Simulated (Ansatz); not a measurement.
B$_{2}$H$_{6}$OSi (`BB[SiH2]O`), relaxed with RKS PBE-D4/def2-SVP in the Gaussian-basis code of Ansatz from a rough embedded geometry. The force threshold is 0.03 eV/Å; the program also tests the step.

Charge 0, multiplicity 1.

Start:

```xyz
10

B    -1.536   -0.683    0.548
B    -0.800    0.161   -0.582
Si    1.034    0.692   -0.291
O     2.036   -0.645   -0.191
H    -1.016   -1.025    1.572
H    -2.721   -1.053    0.409
H    -1.364    0.468   -1.606
H     1.113    1.567    0.844
H     1.468    1.522   -1.479
H     1.786   -1.005    0.776
```

**Question.** How much energy does the relaxation release, and in how many steps? (Best estimate.)

**Answer.** Ansatz gave: 190.03 kJ/mol, in 52 steps, 5 of them rejected.

**Question.** Which bonds change most? (An estimate is asked.)

**Answer.** Ansatz gave: B2–H6 from 2.479 to 1.365 Å; B2–Si3 from 1.931 to 2.153 Å; B1–H6 from 1.249 to 1.365 Å.

**Question.** Give the relaxed structure. (Best estimate.)

**Answer.** The calculation gave: 
```xyz
10

B    -1.067   -0.647    0.680
B    -0.941   -0.449   -0.791
Si    0.708    0.635    0.072
O     2.009   -0.367   -0.298
H    -1.215   -0.681    1.868
H    -1.911    0.148   -0.040
H    -0.966   -0.321   -1.983
H     0.769    1.161    1.483
H     0.798    1.833   -0.827
H     1.816   -1.312   -0.164
```
